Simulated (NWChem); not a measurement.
# NH$_{3}$SeS; SMILES N[Se]S

Program: NWChem. Pople sets run with spherical d functions. This build's default masses of Se (78.918 u) and Br (79.917 u) are each other's, which moves their modes by up to 0.6 %. Each level has its own optimisation; frequencies are unscaled. One conformer.

```
level                r N–Se (Å)  r S–Se (Å)  r H–N (Å)  r H–S (Å)  highest harmonic frequency (cm⁻¹)  lowest (cm⁻¹)  zero-point energy (kcal/mol)  dipole (D)
-------------------  ----------  ----------  ---------  ---------  ---------------------------------  -------------  ----------------------------  ----------
Hartree-Fock/6-31G*       1.835       2.194      0.999      1.328                               3873            244                          24.5        2.39
B3LYP/3-21G               1.794       2.461      1.016      1.378                               3613            179                          22.2        3.26
Hartree-Fock/STO-3G       1.865       2.199      1.032      1.334                               4092            232                          26.7        1.24
B3LYP/6-31G*              1.866       2.236      1.016      1.354                               3618            214                          22.5        2.41
```
